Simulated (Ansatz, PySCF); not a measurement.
Process, species as SMILES: [GeH3][GeH2][GeH2][GeH3] + 3 [H][H] (H2) -> 4 [GeH4] (GeH4)
Each molecule is optimised on its own at B3LYP-D3(BJ)/def2-TZVP (Ansatz, an electronic-structure program), one conformer each, not searched for the lowest. Frequencies are from Ansatz or PySCF.
Geometry of the first species:
```xyz
14

Ge    -2.0786     1.3334     0.2703
Ge    -0.8414    -0.5102     1.2778
Ge     0.8014    -1.3641    -0.3132
Ge     2.1174     0.4842    -1.2057
H     -3.1776     1.8579     1.2117
H     -1.1129     2.4880    -0.0514
H     -2.7345     0.8713    -1.0434
H     -1.8120    -1.6268     1.7130
H     -0.1105    -0.0036     2.5378
H      1.7260    -2.3992     0.3590
H      0.0661    -2.0702    -1.4705
H      1.1970     1.4489    -1.9747
H      3.2170    -0.0143    -2.1606
H      2.7801     1.2623    -0.0546
```
Charge 0, spin multiplicity 1.

Wanted: energy of full hydrogenation (enthalpy at 298 K, with B3LYP-D3(BJ) rigid-rotor harmonic-oscillator terms), in kcal/mol. Correlated levels leave the core frozen unless marked. Spin-orbit coupling is left out. The frozen core is the preceding noble-gas configuration, with the filled d and f shells of earlier blocks. No relativistic terms. CBS marks a two-point X^-3 extrapolation of the correlation energy; Hartree-Fock from the larger set.

```json
[
 {"level": "BHLYP-D3(BJ)/def2-TZVPD", "program": "Ansatz + dftd3", "energy of full hydrogenation (kcal/mol)": "10.4"},
 {"level": "r2SCAN0/def2-TZVPD", "program": "Ansatz", "energy of full hydrogenation (kcal/mol)": "[?]"},
 {"level": "LC-wPBE/def2-TZVPD", "program": "Ansatz", "energy of full hydrogenation (kcal/mol)": "[?]"},
 {"level": "CCSD/STO-3G", "program": "Ansatz", "energy of full hydrogenation (kcal/mol)": "10.6"},
 {"level": "CCSD(T)/CBS(cc-pVTZ,cc-pVQZ)", "program": "Ansatz", "energy of full hydrogenation (kcal/mol)": "12.2"}
]
```

**Question.** Fill in the missing entries.

**Answer.** 
- r2SCAN0/def2-TZVPD, energy of full hydrogenation (kcal/mol): 12.4
- LC-wPBE/def2-TZVPD, energy of full hydrogenation (kcal/mol): 6.2
